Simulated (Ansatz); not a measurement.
A nudged elastic band was laid between two geometries of CH5FOSi + H2S (12 atoms, charge 0, multiplicity 1).

Theory: RKS PBE0/def2-SVP in Ansatz.

* movable images: 7
* climbing image: yes
* spring: 5.0 eV/Å²
* optimiser: quadratic models (default)
* start path: through a guess of the saddle point
* force threshold: 0.05 eV/Å
* iteration limit: 36
* end points: relaxed

Image 0:

```xyz
12
Properties=species:S:1:pos:R:3
Si -0.804 -1.183 0.648
F 0.266 -1.912 -0.348
O -1.592 0.025 -0.124
C -1.105 1.290 -0.508
H -1.818 -2.192 1.022
H 0.002 -0.680 1.795
H 2.089 -0.722 -0.765
S 2.811 0.402 -0.563
H -1.694 2.077 -0.012
H -0.039 1.430 -0.258
H -1.218 1.411 -1.597
H 3.102 0.055 0.708
```

Image 8:

```xyz
12
Properties=species:S:1:pos:R:3
Si 0.237 -0.385 1.178
F 1.133 -1.195 -1.777
O 0.019 0.514 -0.243
C -1.222 1.109 -0.567
H -0.692 -1.551 1.105
H -0.086 0.460 2.362
H 0.740 -0.429 -1.380
S 2.283 -0.919 1.285
H -2.015 0.353 -0.706
H -1.540 1.816 0.218
H -1.104 1.668 -1.506
H 2.245 -1.442 0.032
```

Task: Which bonds break or form, and what moves?

Result: Bonds broken: Si1–F2, H7–S8. Bonds formed: Si1–S8, F2–H7. CH5FOSi + H2S becomes CH6OSSi + FH.

Task: Give the energies along the band, and the barrier.

Result: It converged. The highest image is number 4 of 0 to 8, 1.69 eV above the first end and 1.20 eV above the last; the last end lies 0.49 eV above the first. Neighbouring images differ by up to 1.4 eV, so the band resolves the path poorly. A vibrational analysis at the climbing image gives one clearly imaginary mode, 707i cm⁻¹: a first-order saddle point. The orbitals stay closed-shell, which can raise the energy where a bond breaks towards radicals; this wasn't checked here.

```csv
image,path coordinate (Å),energy (eV),Si1–F2 (Å),H7–S8 (Å),Si1–S8 (Å)
0,0.00,0.00,1.63,1.35,4.13
1,1.57,0.03,1.63,1.35,4.17
2,3.14,0.05,1.63,1.35,4.24
3,4.71,0.26,1.63,1.35,3.56
4,6.28,1.69,1.88,1.57,2.47
5,7.38,0.90,2.80,2.11,2.20
6,8.48,0.81,3.25,2.38,2.16
7,9.58,0.62,3.12,3.06,2.13
8,10.68,0.49,3.19,3.12,2.12
```

Task: What is the geometry of the highest image?

Result: 
```xyz
12
Properties=species:S:1:pos:R:3
Si 0.148 -0.520 0.404
F 0.609 -1.662 -1.018
O -0.922 0.162 -0.668
C -1.594 1.375 -0.481
H -0.212 -1.718 1.211
H 0.238 0.608 1.398
H 1.759 -1.390 -0.799
S 2.603 -0.501 0.179
H -2.673 1.196 -0.344
H -1.225 1.932 0.401
H -1.464 2.010 -1.373
H 2.733 -1.492 1.090
```

The run took 14 min on 2 threads of Intel(R) Xeon(R) Platinum 8259CL CPU @ 2.50GHz (Skylake/Cascade Lake) (shared host), peak memory 0.3 GiB.
